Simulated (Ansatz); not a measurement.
Program: Ansatz. Geometries: PBE0-D4/def2-TZVP. ΔE: electronic, gas phase. CCSD(T)/CBS adds triple-zeta CCSD(T) − MP2 to the extrapolated MP2 energy (def2 sets, frozen cores). DFT in def2-TZVPP. B3LYP here is the variant with VWN-RPA as its local correlation; programs differ in this. For Zn outer-core shells are correlated without core-valence functions, which leaves a few kJ/mol of doubt a bond. Scalar relativity is left out up to krypton. Each species was taken in one conformer, which may not be the lowest.

Reaction (formal exchange of groups at the Si–Zn bond): `N[CH2][Zn][SiH3]` + `OC(O)(O)F` → `OC(O)(O)[SiH3]` + `N[CH2][Zn][F]`

```
          level  ΔE (kcal/mol)
      r2SCAN-D4          -11.1
       B3LYP-D4          -14.1
CCSD/def2-TZVPP          -13.2
 CCSD/CBS(def2)          -16.1
```

Q: What does CCSD(T)/CBS give? (An estimate is asked.)

A: Ansatz gave: -16.1 kcal/mol. The listed levels differ from it by 5.0, 2.0, 2.9, 0.0 kcal/mol.

Largest T1 diagnostic among the species: 0.015.

In def2-TZVPP, CCSD(T) changes the Hartree–Fock value by −2.5 kcal/mol (the triples alone add −0.0 kcal/mol) and MP2 by −5.4 kcal/mol. The D4 term adds −1.1 kcal/mol with B3LYP and −0.6 kcal/mol with PBE0; it sums over pairs of atoms, weighted by their polarisabilities, and B3LYP, whose exchange is more repulsive, gets the larger term. From PBE to PBE0 (25 % exact exchange), in def2-TZVPP and without D4, ΔE moves by +1.3 kcal/mol.
